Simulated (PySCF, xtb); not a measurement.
3,3-difluoro-2-methylprop-1-ene (C₄H₆F₂), SMILES C(F)(F)C(=C)C.

GFN2-xTB in xtb 6.7.1 at its own geometry gives an orbital gap of 5.28 eV and a dipole moment of 3.07 D.

Geometry optimised at PBE0-D3(BJ)/def2-SVP. One conformer was computed; it need not be the lowest.

Q: What does PySCF with PBE/def2-TZVP give? (The exact figures need the calculation; the answer reports its results.)

A: gap 5.39 eV (levels -6.67 and -1.29 eV), dipole 1.99 D.
